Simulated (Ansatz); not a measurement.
Born–Oppenheimer molecular dynamics of AlF$_{2}$H$_{5}$Si (9 atoms, charge 0, multiplicity 1). It starts at the highest image of a converged band. Of that band: Neighbouring images differ by up to 1.2 eV, so the band resolves the path poorly. A vibrational analysis at the climbing image gives one clearly imaginary mode, 1216i cm⁻¹: a first-order saddle point.

Computed with Ansatz, RKS PBE/6-31G*.

```yaml
ensemble: NVE (velocity Verlet)
time_step: 0.5 fs
steps_asked: 200
starting_velocities_drawn_for: 100 K
seed: 3260
```

First frame:

```xyz
9
Properties=species:S:1:pos:R:3
Al -0.082 -0.194 0.036
H 0.242 0.427 1.628
F 1.188 0.092 -1.001
F -1.664 0.074 -0.406
Si 0.151 -2.606 1.012
H -0.224 -3.235 -0.307
H 1.529 -3.067 1.379
H -0.840 -3.063 2.040
H 0.240 -0.723 1.581
```

(1) How far do the bonds stretch over the last three quarters of this one trajectory? (Pairs bonded in most of those frames.)

Answers

(1) 
```csv
bond,mean (Å),spread (Å),shortest,longest
Al1–F3,1.673,0.014,1.65,1.69
Al1–F4,1.674,0.013,1.65,1.70
Al1–Si5,2.488,0.136,2.31,2.68
H2–H9,0.767,0.068,0.66,0.86
Si5–H6,1.501,0.015,1.47,1.53
Si5–H7,1.503,0.005,1.49,1.51
Si5–H8,1.502,0.009,1.49,1.52
```

Mean temperature of the second half: 1154 K. The conserved energy stayed within 0.52 meV per atom of its start (net change 0.36 meV per atom), so the integration is sound. The kinetic energy rose, since the run started high on the potential surface and went downhill. It ends in pieces (AlF2H3Si + H2), so much of that is their flight and rotation, not heat. A run of 0.1 ps of so small a system gives no equilibrium averages. The orbitals stay closed-shell, which can raise the energy where a bond breaks towards radicals; this wasn't checked here.

Run time: 8.1 min on 1 thread of Arm Neoverse V2, with other jobs on the host, peak memory 0.15 GiB.
